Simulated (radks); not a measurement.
The numbers below are computed, except where a source is named.
All-electron atom: Ce3+ in [Kr] 4d10 4f(5/2: 2, 7/2: 0) 5s2 5p(1/2: 1, 3/2: 4) (not the ground configuration). Level of theory: Dirac Kohn-Sham, relativistic LDA (MacDonald-Vosko exchange, VWN5 correlation), spin-unpolarised, spherical densities, finite nucleus; Fermi nuclear charge, rms radius 4.8771 fm (a radial shooting solver on a logarithmic mesh with Libxc functionals).

Normalised radial functions P(r) = r R(r) (large component), r in bohr:

```
   r/bohr * 4f5/2 (the largest magnitude, 0.931, reaches the edge; | marks zero)
 0.002005 *
 0.003039 *
 0.004607 *
 0.006984 *
  0.01067 *
  0.01618 *
  0.02452 *
  0.03747 *
   0.0568 *
  0.08611 | *
   0.1305 |    *
   0.1995 |            *
   0.3024 |                           *
   0.4583 |                                             *
   0.7004 |                                                      *
    1.062 |                                                *
    1.609 |                                *
     2.44 |               *
    3.728 |    *
    5.651 |*
```

4f5/2: eigenvalue -26.056 eV, 0 radial nodes, <r> = 1.12 bohr, 90 % of the charge inside 1.93 bohr.
